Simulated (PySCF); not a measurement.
# NaPb and its ions

UHF-CCSD(T); PySCF, scalar-relativistic core potentials, basis sets Na def2-SVPD, Pb def2-SVPD with ECP60. Neutral (UHF): quartet (σ ↑, π ↑↑), Re = 3.010 Å, ωe = 168 cm⁻¹, De = 1.09 eV.

NaPb⁺ (UHF): triplet (σ ↑, π ↑), Re = 3.518 Å, ωe = 100 cm⁻¹. The energies at the minima are -353.73777 hartree for NaPb and -353.53879 for NaPb⁺.

Problem. Work out the adiabatic ionisation energy, without and with harmonic zero-point energies (1 hartree = 27.2114 eV, 1 eV = 8065.5 cm⁻¹), and the change of the bond length.

Solution. At UHF-CCSD(T): 0.19898 hartree = 5.415 eV between the minima; the zero-point term (100.0 − 168.0)/2 cm⁻¹ = -0.004 eV makes it 5.410 eV. Re changes by +50.8 pm against the neutral. The electron leaves a π orbital, and the ion is left as a loose complex of an ion and an atom.

Correlated steps freeze 5 core orbitals. Correlated levels converge slowly with the basis: in double zeta they bind strong bonds too weakly, by up to about 1 eV, and carry superposition errors of some tenths. These are scalar-relativistic numbers at best; spin–orbit coupling would shift them, the dissociation energy most. States were picked by a PBE0 search and need not be the measured ground states.
